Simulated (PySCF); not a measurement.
## Structure from NMR data

An unknown has the formula C6H12OSi2. Its calculated NMR data are:

1H NMR (500 MHz, computed): δ 5.22 (s, 2H), 4.97 (d, 2H), 2.10 (s, 3H), 0.67 (m, 2H), 0.34 (m, 1H), 0.14 (m, 2H).

13C{1H} NMR (computed): δ 112.5 (C), 86.8 (C), 5.9 (CH3), 3.6 (CH2, 2C), -2.4 (CH).

Theory: geometry from GFN2-xTB, NMR shieldings at PBE0/pcSseg-1/GIAO, in PySCF (no solvent model, one conformer, non-relativistic, fast rotation and ring inversion assumed for equivalent nuclei).

Scale: TMS for 1H (σ = 31.72 ppm), 13C (σ = 186.93 ppm) (reference shieldings calculated alike).

Q: Propose a structure and justify it.

A: 
1. Rings plus π bonds: 3 (1 ring in the answer).
2. 5 carbon signals for 6 carbons: some carbons are equivalent by symmetry or fast rotation.
3. Carbon types of the structure: 2 × C, 1 × CH, 2 × CH2, 1 × CH3, leaving 4 H on heteroatoms.
4. δC 112.5, 86.8: alkyne carbon.
5. δC 5.9: propargylic methyl carbon; aliphatic region, no heteroatom directly attached.
6. δC 3.6, -2.4: three-membered-ring carbon; carbons of three-membered rings are unusually shielded.
7. δH 5.22, 4.97: hydrogen on a silicon bonded to C, O.
8. δH 2.10: hydrogen on a propargylic methyl carbon.
9. δH 0.67, 0.34, 0.14: hydrogen on a three-membered-ring carbon; cyclopropane-type protons are shielded by the ring.

Structure: `CC#C[SiH2]O[SiH2]C1CC1`.

This is the structure that produced the data.

Shifts are as computed. Against solution values, carbons near 30 ppm lie about +3 ppm off and those near 130 ppm about +5 ppm. Of 1211 compounds with measured shifts, 218 miss one by over three times the rms of a fit or turn the order of signals round; such compounds aren't used in these exercises. Multiplicities follow the n + 1 count of equivalent neighbours, as no J values were calculated; m marks all less simple cases, F and P coupling included.
